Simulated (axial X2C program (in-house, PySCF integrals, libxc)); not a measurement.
## Working with the constants of HfS

A bond curve at the PBE0 level, two-component, was computed with an axial X2C code built on PySCF integrals (basis Hf dyall-cv3z [13s14p9d7f4g], S dyall-av3z [9s8p3d2f] (cores contracted in-house)) for the state Ω = 0 (closed shell). Its fit gives Re = 2.1506 Å, ωe = 541.4 cm⁻¹, ωexe = 1.09 cm⁻¹ and αe = 3.761e-04 cm⁻¹; the masses are 179.9465 and 31.9721 u. Two-component means X2C with spin–orbit coupling and atomic mean-field Coulomb and Gaunt terms.

Question: Find the reduced mass, Be and the force constant.

Answer: From the PBE0 values: μ = 27.1485 u. Be = 16.8576/(μ Re²) = 0.1343 cm⁻¹. k = 5.8918×10⁻⁷ μ ωe² = 4.69 mdyn/Å.

Question: A Morse curve ties αe to the other constants (Pekeris). How well does that hold?

Answer: αe(Morse) = 6Be²/ωe × (√(ωexe/Be) − 1) = 3.694e-04 cm⁻¹; the PBE0 curve gives 3.761e-04 cm⁻¹, a ratio of 0.98.

Question: Give B0, the J = 1←0 line in GHz and the most populated J at 300 K (kT = 208.5 cm⁻¹).

Answer: B0 = Be − αe/2 = 0.1341 cm⁻¹; 2B0 = 8.038 GHz; J(max) ≈ √(kT/2B0) − 1/2 = 27.4, so J = 27.

Question: Estimate the centrifugal constant by the Kratzer relation.

Answer: D = 4Be³/ωe² = 3.30e-08 cm⁻¹.

Question: Where do the fundamental and the first overtone lie?

Answer: ν(1←0) = ωe − 2ωexe = 539.2 cm⁻¹; ν(2←0) = 2ωe − 6ωexe = 1076.3 cm⁻¹.

The state is one determinant whose occupation by symmetry is held fixed; it was picked as the lowest of a PBE0 search that is not exhaustive.
